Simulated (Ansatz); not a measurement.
Input for Ansatz (a program for electronic structure): U-r2SCAN/cc-pVTZ on CH5B (SMILES BC), a point of a bond scan (R = 3.568 Å).

Ansatz 0.2 input:
```yaml
crystal:
  periodic: [false, false, false]
  atoms:
    - {symbol: B, position_ang: [2.87326207, 0.26981114, 0.07972475]}
    - {symbol: C, position_ang: [-0.67657042, -0.06721329, -0.04119711]}
    - {symbol: H, position_ang: [3.57206236, -0.67409976, 0.29686663]}
    - {symbol: H, position_ang: [3.39214248, 1.33955499, -0.03363942]}
    - {symbol: H, position_ang: [-0.99453933, 0.07635016, 1.00657842]}
    - {symbol: H, position_ang: [-1.03720483, -1.05649979, -0.32706514]}
    - {symbol: H, position_ang: [-1.19435906, 0.70236295, -0.61575156]}
basis:
  gaussian:
    orbitals: cc-pVTZ
hamiltonian:
  xc: {name: r2SCAN}
magnetization: {spin_polarized: true, initial_magnetization: 0}
```

The log:

```
WARN ansatz: RAYON_NUM_THREADS=2 ignored (pool sized by the plan → 2); use --threads N
Functional definition: r2SCAN
integrals: 0.03 GiB planned
676 factors; their error is unknown
mean field: 0.39 GiB planned
mean field evaluation 1: about -1773.3978 eV, gradient 4.6e1 eV
mean field evaluation 2: about -1664.3821 eV, gradient 9.0e1 eV
mean field evaluation 4: about -1777.0544 eV, gradient 2.8e1 eV
mean field evaluation 8: about -1784.3713 eV, gradient 1.8e1 eV
mean field evaluation 16: about -1787.8216 eV, gradient 1.8e-5 eV
mean field evaluation 32: about -1787.5333 eV, gradient 6.7e0 eV
mean field -1788.68333953 eV, -65.7329003145 hartree, gradient 5.0e-5 eV, S^2 0.893928; 3 other end points of the search recorded, 0 dependent functions left out
reference -1788.68335415 eV, -65.7329008517 hartree; 8, 8 occupied and 122, 122 virtual orbitals, 676 factors
Total energy: -1788.68335415 eV, -65.7329008517 hartree
```

The calculation finished and met its thresholds. Its determinant has ⟨S²⟩ = 0.89, a mixture of spin states.

Cost: about 13 core-seconds (a rough figure).
